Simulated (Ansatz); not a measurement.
System: sum formula SiBrF, net charge 1, doublet state. 
Geometry from a B3LYP-D3(BJ)/def2-TZVP (Ansatz, a quantum-chemistry and plane-wave program) optimisation:
```
Si
F 1 1.5523
Br 1 2.1374 2 120.84
```
Charge +1, spin multiplicity 2.

Basis-set convergence of Hartree-Fock and MP2 correlation energies (hartree) with Ansatz. Correlated levels leave the core frozen unless marked. Open shells are spin-unrestricted. No spin-orbit coupling. Frozen are the shells of the preceding noble gas and the d and f shells that filled before the atom's block. No relativistic terms.

| basis | functions | E(HF) | E(corr, MP2) |
|---|---|---|---|
| def2-SVP | 64 | -2960.03631 | -0.36354 |
| def2-TZVPP | 121 | … | … |

**Question.** Some entries are withheld; supply them.

**Answer.** 
- def2-TZVPP, E(HF): -2960.59755
- def2-TZVPP, E(corr, MP2): -0.47734
